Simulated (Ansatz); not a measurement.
Basis-set series for CH₄BF₂Sb, SMILES `FB(F)[CH2][SbH2]`. The species carries charge 0 and has multiplicity 1. Sb: def2 effective core potential. The geometry is a stationary point of PBE0-D4/def2-TZVP. It is one conformer, not always the lowest.

```tsv
functional	basis	functions	energy (Eh)	HOMO (eV)	LUMO (eV)
PBE0-D4	def2-SVP	102	-504.94946	-7.42	-0.65
PBE0-D4	def2-QZVPP	430	-505.29049	-7.51	-0.93
ωB97M-V	def2-SVP	102	-505.08277	-9.45	1.22
ωB97M-V	def2-QZVPP	430	-505.43169	-9.57	0.62
```

Task: Give the rows for def2-TZVPP. (Best estimate.)

Result: Computed: 
| functional | basis | functions | energy (Eh) | HOMO (eV) | LUMO (eV) |
| --- | --- | --- | --- | --- | --- |
| PBE0-D4 | def2-TZVPP | 230 | -505.27452 | -7.50 | -0.88 |
| ωB97M-V | def2-TZVPP | 230 | -505.41645 | -9.56 | 0.78 |

Positive LUMOs are unbound and depend on the basis.
